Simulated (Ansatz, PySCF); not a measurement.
Zr(OEt)(H)3 (C2H8OZr), SMILES CC[O][ZrH3], multiplicity 1. Atoms are numbered in the order given.

```xyz
12

Zr     0.5101     0.2517     0.9862
O     -0.4939     0.3261    -0.5964
C     -1.2255     0.3195    -1.7891
C     -1.0873    -1.0002    -2.5157
H     -2.2839     0.5229    -1.5507
H     -0.8693     1.1507    -2.4220
H     -1.4561    -1.8289    -1.8926
H     -1.6694    -0.9849    -3.4495
H     -0.0347    -1.1980    -2.7682
H      2.2743    -0.0589     0.4744
H      0.2965     1.8977     1.8317
H     -0.1907    -1.1553     1.9862
```
Charge 0, spin multiplicity 1.

Coordinates come from a PBE0-D3(BJ)/def2-SVP optimisation. The spin state was assumed, not searched. The structure was generated by enumeration; whether it is a known compound was not checked. The def2 effective core potentials stand for the cores of Zr; spin–orbit coupling is left out. Other conformers were not sampled.

Two levels are set side by side: PBE-D3(BJ)/def2-SVP (Ansatz, a quantum-chemistry and plane-wave program) and PBE0-D3(BJ)/def2-SVP (Ansatz). Each level has its own optimised geometry; the coordinates shown are those of the second. Frequencies come from the Hessian of PySCF at each geometry. Differences are taken from unrounded values.

| quantity | PBE0-D3(BJ) | PBE-D3(BJ) | PBE-D3(BJ) minus PBE0-D3(BJ) |
|---|---|---|---|
| mean bond length (Å) | 1.444 | 1.454 | 0.009 |
| bond Zr1–O2 (Å) | 1.876 | 1.885 | 0.009 |
| bond O2–C3 (Å) | 1.399 | 1.412 | 0.013 |
| bond C3–C4 (Å) | 1.513 | 1.522 | 0.009 |
| bond Zr1–H10 (Å) | 1.863 | 1.874 | 0.011 |
| bond Zr1–H11 (Å) | 1.863 | 1.873 | 0.010 |
| bond Zr1–H12 (Å) | 1.863 | 1.874 | 0.011 |
| bond C3–H5 (Å) | 1.104 | 1.113 | 0.009 |
| bond C3–H6 (Å) | 1.104 | 1.113 | 0.009 |
| bond C4–H7 (Å) | 1.100 | 1.108 | 0.008 |
| bond C4–H8 (Å) | 1.100 | 1.109 | 0.008 |
| bond C4–H9 (Å) | 1.100 | 1.108 | 0.008 |
| highest harmonic wavenumber (cm⁻¹) | 3166 | 3078 | -88 |
| mean harmonic wavenumber (cm⁻¹) | 1281 | 1241 | -40 |
| zero-point energy (kcal/mol) | 54.92 | 53.21 | -1.71 |

Exact exchange shortens and stiffens bonds; PBE has none. Differences between two approximate levels are no errors against the true value.
